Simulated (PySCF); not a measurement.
PySCF input for VOCl3, SMILES [Cl][V]([Cl])(=[O])[Cl], multiplicity 1, C-PCM-ωB97X/def2-SVP. The structure is a stationary point at PBE-D3(BJ)/def2-SVP. The multiplicity is an assumed one; other spin states were not compared.

```python
import numpy as np
from pyscf import gto, scf, dft
from pyscf.solvent import pcm

mol = gto.M(
    atom='''
    V     0.00000000   -0.00000000   -0.26049669
    O    -0.00000000    0.00000000   -1.81889659
    Cl    1.76834289    1.02095324    0.40279601
    Cl   -1.76834288    1.02095325    0.40279601
    Cl   -0.00000001   -2.04190648    0.40279601
    ''',
    basis='def2-SVP',
    charge=0,
    spin=0,
    max_memory=1600,
    verbose=3,
)
mf = dft.RKS(mol, xc='wb97x').density_fit(auxbasis='def2-universal-jkfit')
mf.grids.level = 3
mf.conv_tol = 1e-9
mf.max_cycle = 100
mf.kernel()
res = {}
for name, eps in {'water': 78.355, 'chlorobenzene': 5.6968, 'cyclohexanone': 15.619}.items():
    s = mf.PCM()
    s.with_solvent.method, s.with_solvent.eps, s.with_solvent.lebedev_order = 'C-PCM', eps, 29
    s.kernel(mf.make_rdm1())
    res[name] = (s.e_tot, eps, s.dip_moment(), s.mo_energy, s.converged)
    print(f'{name}: electrostatic solvation free energy {(s.e_tot - mf.e_tot) * 627.509474:.3f} kcal/mol')
```

It prints:

```
converged SCF energy = -2399.35756469045

WARN: PCM is an experimental feature. It is still in testing.
Features and APIs may be changed in the future.

converged SCF energy = -2399.35912303673
Dipole moment(X, Y, Z, Debye): -0.00000,  0.00010,  0.44653
water: electrostatic solvation free energy -0.978 kcal/mol

WARN: PCM is an experimental feature. It is still in testing.
Features and APIs may be changed in the future.

converged SCF energy = -2399.35885164195
Dipole moment(X, Y, Z, Debye): -0.00000,  0.00011,  0.42932
chlorobenzene: electrostatic solvation free energy -0.808 kcal/mol

WARN: PCM is an experimental feature. It is still in testing.
Features and APIs may be changed in the future.

converged SCF energy = -2399.3590368839
Dipole moment(X, Y, Z, Debye): -0.00000,  0.00010,  0.44092
cyclohexanone: electrostatic solvation free energy -0.924 kcal/mol
```

Self-consistency was reached.
